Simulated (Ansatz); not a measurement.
Ansatz (a first-principles code) input (SVWN5/6-31G* with LANL2DZ past Ar): The .json file joins the Basis Set Exchange's 6-31G* for atoms up to Ar and LANL2DZ past it.

Ansatz 0.2 input:
```yaml
crystal:
  periodic: [false, false, false]
  atoms:
    - {symbol: La, position_ang: [0.23714265, 0.15670116, 0.03991453]}
    - {symbol: F, position_ang: [-1.29457714, 0.64011785, -1.35774548]}
    - {symbol: F, position_ang: [-0.20732629, -1.63255851, 1.10495345]}
basis:
  gaussian:
    orbitals: 6-31Gs+LANL2DZ.json
hamiltonian:
  xc: {name: SVWN5}
magnetization: {spin_polarized: true, initial_magnetization: 1}
output: {forces: true}
```

Output:

```
WARN ansatz: RAYON_NUM_THREADS=1 ignored (pool sized by the plan → 1); use --threads N
Functional definition: SVWN5
integrals: 0.02 GiB planned
492 factors; their error is unknown
mean field: 0.14 GiB planned
mean field evaluation 1: about -6245.2664 eV, gradient 3.9e1 eV
mean field evaluation 2: about -5987.6414 eV, gradient 2.4e2 eV
mean field evaluation 4: about -6250.4591 eV, gradient 5.5e0 eV
mean field evaluation 8: about -6250.5868 eV, gradient 7.6e-2 eV
mean field evaluation 16: about -6250.5869 eV, gradient 1.1e-5 eV
mean field evaluation 32: about -6249.8781 eV, gradient 4.5e-1 eV
mean field -6250.58688181 eV, -229.7048311065 hartree, gradient 9.9e-6 eV, S^2 0.750755; 4 other end points of the search recorded, 0 dependent functions left out
the calculation of the forces begins
reference -6250.58692610 eV, -229.7048327343 hartree; 15, 14 occupied and 37, 38 virtual orbitals, 492 factors
Total energy: -6250.58692610 eV, -229.7048327343 hartree
Atom 0 at     0.237143     0.156701     0.039915 Å, force    -0.772796    -0.510655    -0.130073 eV/Å
Atom 1 at    -1.294577     0.640118    -1.357745 Å, force     0.651065    -0.297906     0.664527 eV/Å
Atom 2 at    -0.207326    -1.632559     1.104953 Å, force     0.121730     0.808561    -0.534454 eV/Å
Dipole moment:     0.532791     0.352062     0.089676 e Å
```
